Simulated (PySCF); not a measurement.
## TDDFT excited states: C2Cl6

Compound: hexachloroethane, C2Cl6.
InChI=1S/C2Cl6/c3-1(4,5)2(6,7)8

Level of theory: TDDFT CAM-B3LYP/aug-cc-pVTZ, vertical, gas phase, core orbitals frozen in the response in PySCF. Isolated species at its PBE0-D3(BJ)/def2-TZVP geometry, gas phase. Torsions of this conformer, `[Cl:1][C:2]([Cl:3])([Cl:4])[C:5]([Cl:6])([Cl:7])[Cl:8]`: Cl1–C2–C5–Cl6 180°.

```
state  E (eV)  ν̃ (cm⁻¹)       f  |μ| (D)              main configurations (H = HOMO, L = LUMO)
   S1    6.47      52150  0.0000     0.00                              H→L (64%), H-3→L+1 (20%)
   S2    6.55      52870  0.0000     0.02                              H→L+1 (47%), H-3→L (31%)
   S3    6.75      54460  0.0000     0.01                        H-2/H-1→L (≥68%), H-5→L+1 (8%)
   S4    6.76      54490  0.0000     0.01                        H-2/H-1→L (≥68%), H-6→L+1 (8%)
   S5    6.80      54840   0.019     0.87                       H-2/H-1→L+1 (≥50%), H-5→L (11%)
   S6    6.80      54880   0.021     0.90          H-2/H-1→L+1 (≥46%), H-6→L (12%), H→L+2 (11%)
   S7    6.88      55500  0.0035     0.36   H→L+2 (48%), H-2/H-1→L+3 (≥14%), H-2/H-1→L+2 (≥14%)
   S8    6.89      55540  0.0050     0.44   H→L+3 (50%), H-2/H-1→L+2 (≥17%), H-2/H-1→L+3 (≥10%)
   S9    6.93      55910  0.0078     0.55  H-2/H-1→L+3 (≥39%), H-2/H-1→L+2 (≥31%), H-4→L+1 (9%)
```

Triplets (Tamm–Dancoff): T1 5.82 eV, H→L (49%), H-3→L+1 (24%); T2 5.86 eV, H→L+1 (41%), H-3→L (28%); T3 6.03 eV, H-2/H-1→L (≥52%), H-5→L+1 (14%); T4 6.03 eV, H-2/H-1→L (≥51%), H-6→L+1 (14%).

The lowest singlet comes at 192 nm (624 kJ/mol) in the vacuum ultraviolet; it is dark (f under 0.0005); its leading configuration is HOMO→LUMO (64%). The strongest level in the table is S5/S6 at 6.80 eV (182 nm, f = 0.040 summed). S3/S4, S5/S6 and S7/S8 lie within about 0.01 eV of each other in each set; the point group D3d has degenerate representations, and within a degenerate level the listed configurations can mix freely. Löwdin shares by element: HOMO chlorine 58% or more (atoms not listed hold the other 42%); LUMO chlorine 54% or more (atoms not listed hold the other 46%). Orbital energies (eV): HOMO-3 -10.76, HOMO-2 -10.35, HOMO-1 -10.35, HOMO -10.20, LUMO -0.11, LUMO+1 0.15, LUMO+2 0.20. Of the 9 states listed, 2 reach f = 0.01 and 4 stay under 0.0005. The oscillator strengths of these states sum to 0.056; summed over the whole spectrum of an exact calculation they would give the number of electrons, 114 (Thomas–Reiche–Kuhn). Orbitals of the list HOMO-3 to LUMO+2 that lie within 0.01 eV of each other are written together with a slash and their weights summed (≥ marks a lower bound); for degenerate orbitals outside that list single weights are arbitrary. Only the lowest 10 singlets were computed, as vertical energies without vibronic structure. The highest level found (7.30 eV, f 0.0000 so far) is left out, since the window may have cut off a degenerate partner.
